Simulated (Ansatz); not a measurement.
Born–Oppenheimer molecular dynamics of BrFH4Si (7 atoms, charge 0, multiplicity 1). It starts at the highest image of a converged band. Of that band: A vibrational analysis at the climbing image gives 2 clearly imaginary modes (288i, 104i cm⁻¹): a point of higher order, so a lower path passes nearby.

Computed with RKS BHLYP/def2-SVP in Ansatz 0.2.0.

```
ensemble                      : NVE (velocity Verlet)
time step                     : 0.5 fs
steps asked                   : 200
starting velocities drawn for : 300 K
seed                          : 10975
```

First frame:

```xyz
7
Properties=species:S:1:pos:R:3
Si -0.162 0.000 -0.095
F -0.121 0.001 1.890
H 1.304 0.000 0.116
H -0.470 1.266 -0.771
H -0.470 -1.266 -0.770
Br -2.610 0.001 0.818
H -1.102 -0.001 2.025
```

**Question.** How far do the bonds stretch over the last three quarters of this one trajectory? (Pairs bonded in most of those frames.)

**Answer.** 
```json
{"bond": "Si1–F2", "mean (Å)": "1.663", "spread (Å)": "0.112", "shortest": "1.52", "longest": "1.88"}
{"bond": "Si1–H3", "mean (Å)": "1.480", "spread (Å)": "0.010", "shortest": "1.46", "longest": "1.50"}
{"bond": "Si1–H4", "mean (Å)": "1.472", "spread (Å)": "0.013", "shortest": "1.45", "longest": "1.50"}
{"bond": "Si1–H5", "mean (Å)": "1.474", "spread (Å)": "0.012", "shortest": "1.45", "longest": "1.49"}
{"bond": "Br6–H7", "mean (Å)": "1.504", "spread (Å)": "0.167", "shortest": "1.27", "longest": "1.96"}
```

Mean temperature of the second half: 2009 K. The conserved energy stayed within 0.66 meV per atom of its start (net change -0.64 meV per atom), so the integration is sound. The kinetic energy rose, since the run started high on the potential surface and went downhill. It ends in pieces (BrH + FH3Si), so much of that is their flight and rotation, not heat. A run of 0.1 ps of so small a system gives no equilibrium averages. The orbitals stay closed-shell, which can raise the energy where a bond breaks towards radicals; this wasn't checked here.

Time of the run: 6.1 min on 2 threads of Arm Neoverse V2, with other jobs on the host, peak memory 0.17 GiB.
